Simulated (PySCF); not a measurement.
# Two-component Hartree-Fock for S³⁺ (sulfur, charge +3)

Start: [Ne] 3s1 3p2; 3s1/2 filled at m_j = +1/2; 3p3/2 filled at m_j = +1/2, +3/2. Calculated with PySCF 2.14 in x2c-TZVPall-2c with one added diffuse shell each of s, p type (6s7p2d1f, 44 functions): generalised Hartree-Fock with the X2C-1e Hamiltonian and a Gaussian nucleus; one run each with spin-orbit coupling (SO) switched off, then screened by Boettger's factors. This is a chosen level, not necessarily the ground level.

```csv
spinor shell,electrons,"ε, spin-free (eV)","ε, screened SO (eV)",weight of nominal j (screened SO),"rms radius, screened SO (bohr)"
1s1/2,2,-2555.2,-2555.2,1.000,0.112
2s1/2,2,-288.55,-288.56,1.000,0.515
2p1/2,2,-224.31,-225.47,0.784,0.488
3s1/2,1,-63.405,-63.409,0.999,1.62
3p3/2,2,-48.720,-48.701,0.828,1.77
```

**Question.** Where does 2p3/2 lie, and what is the 2p spin-orbit splitting (screened SO)?

**Answer.** At -223.75 eV, 1.721 eV above 2p1/2.

```
   quantity   spin-free  screened SO
E (hartree)  -395.89143   -395.89051
        M_J         5/2          5/2
       ⟨J²⟩       8.754        8.754
       ⟨L²⟩       2.004        2.004
       ⟨S²⟩       3.750        3.750
```

Each row is a mean over spinors that exchange with the open shell spreads, by up to 2.483 eV (2p3/2).

Rows whose weight is well below 1 are mixtures of j = l ± 1/2: exchange outweighs spin-orbit coupling there, and the label is only the starting occupation.

Without spin-orbit coupling the j labels of p, d and f shells carry no meaning; the spin-free column gives the mean over the occupied spinors of each nl shell.
